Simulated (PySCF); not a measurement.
MoO₂, neutral, multiplicity 3. Atoms are numbered in the order given.

```xyz
3

Mo     0.0000     0.0000    -0.2531
O      0.0000     1.4272     0.6644
O      0.0000    -1.4272     0.6644
```
Charge 0, spin multiplicity 3.

Geometry: B3LYP-D3(BJ)/def2-TZVP. The multiplicity is an assumed one; other spin states were not compared. The def2 effective core potentials stand for the cores of Mo; spin–orbit coupling is left out.

These are ωB97X/def2-TZVPD (PySCF) values and carry that method's errors.

Mulliken values depend strongly on the basis, most of all with diffuse functions as here. ESP charges are fitted to the potential on shells at 1.4 to 2.0 van der Waals radii. Atomic charges (e):

```json
[
 {"atom": "Mo1", "ESP fit": "?", "Mulliken": "1.49", "Mulliken spin": "1.81"},
 {"atom": "O2", "ESP fit": "?", "Mulliken": "-0.74", "Mulliken spin": "0.10"},
 {"atom": "O3", "ESP fit": "?", "Mulliken": "-0.74", "Mulliken spin": "0.10"}
]
```

Some entries are withheld; supply them. (An estimate is asked for; the answer gives what the named calculation found.)


- Mo1, ESP fit: 1.11
- O2, ESP fit: -0.55
- O3, ESP fit: -0.55
